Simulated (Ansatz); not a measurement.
Input file for Ansatz (a program for electronic structure): R-CCSD(T)/def2-TZVPPD on BiF3 (SMILES [F][Bi]([F])[F]), atoms moved off the minimum. Elements past Kr take the def2 small-core potentials; no spin–orbit coupling. Files ending in .json are basis or fitting sets from the Basis Set Exchange. The run froze 12 orbitals, filled d shells among them.

Ansatz 0.2 input:
```yaml
crystal:
  periodic: [false, false, false]
  atoms:
    - {symbol: Bi, position_ang: [-0.08599450, -0.03337863, 0.20548578]}
    - {symbol: F, position_ang: [-1.31851736, -0.92747558, -0.61291543]}
    - {symbol: F, position_ang: [-0.16315321, 1.88651698, -0.88597032]}
    - {symbol: F, position_ang: [1.45661053, -0.48729949, -0.59175251]}
basis:
  gaussian:
    orbitals: def2-TZVPPD.json
magnetization: {spin_polarized: false}
correlation: {method: ccsd_t, electrons: outside_noble_gas}
scf: {lower_state_search: off}
output: {forces: true}
```

The head of its log:

```
WARN ansatz: RAYON_NUM_THREADS=6 ignored (pool sized by the plan → 6); use --threads N
Functional definition: HF
these checks for a lower state are left out or cut short: starts, cluster_reference, orbital_swaps, neighbouring_geometries, increment
integrals: 0.56 GiB planned
1299 factors; integrals over basis functions are off by at most 7.3e-4 eV
mean field: 0.71 GiB planned
mean field evaluation 1: about -13928.1402 eV, gradient 5.1e1 eV
mean field evaluation 2: about -13928.1535 eV, gradient 5.1e1 eV
mean field evaluation 4: about -13932.3289 eV, gradient 2.9e0 eV
mean field evaluation 8: about -13932.3699 eV, gradient 5.4e-1 eV
mean field -13932.37110810 eV, -512.0051945223 hartree, gradient 1.9e-6 eV, S^2 0.000000; 0 other end points of the search recorded, 0 dependent functions left out
12 core orbitals not correlated, not the lowest: weight in the atoms' cores, before any rotation towards them, 0.731 or more for the frozen orbitals, at most 0.201 for the correlated occupied ones
reference -13932.37110810 eV, -512.0051945223 hartree; 13, 13 occupied and 151, 151 virtual orbitals, 1299 factors
densities: 3.47 GiB planned
```

Task: What total energy does the run end on?

Result: -512.9062 hartree (reference determinant -512.0052, T1 diagnostic 0.016).
